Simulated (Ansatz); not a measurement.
Ansatz (an electronic-structure program) input:

Ansatz 0.2 input:
```yaml
crystal:
  periodic: [false, false, false]
  atoms:
    - {symbol: C, position_ang: [1.55113013, -0.96590737, -0.41447562]}
    - {symbol: Ge, position_ang: [0.06538479, 0.12065400, 0.31379154]}
    - {symbol: C, position_ang: [-1.68233013, -0.80132498, 0.19599841]}
    - {symbol: F, position_ang: [-0.08395967, 1.46185149, -0.83881583]}
    - {symbol: H, position_ang: [1.68316353, -1.86705022, 0.18386712]}
    - {symbol: H, position_ang: [2.47540292, -0.39188743, -0.41598826]}
    - {symbol: H, position_ang: [1.29311064, -1.23963427, -1.43958197]}
    - {symbol: H, position_ang: [-2.48279242, -0.13951641, 0.52011401]}
    - {symbol: H, position_ang: [-1.67538365, -1.69610093, 0.81795744]}
    - {symbol: H, position_ang: [-1.84297712, -1.08000811, -0.84749176]}
basis:
  gaussian:
    orbitals: def2-TZVPD
hamiltonian:
  xc: {name: PBE}
magnetization: {spin_polarized: true, initial_magnetization: 1}
output: {forces: true}
```

Question: Predict the final energy.

Answer: -2256.23662 Eh (PBE/def2-TZVPD). The basis has 222 functions.

It need not be the lowest isomer of its formula.
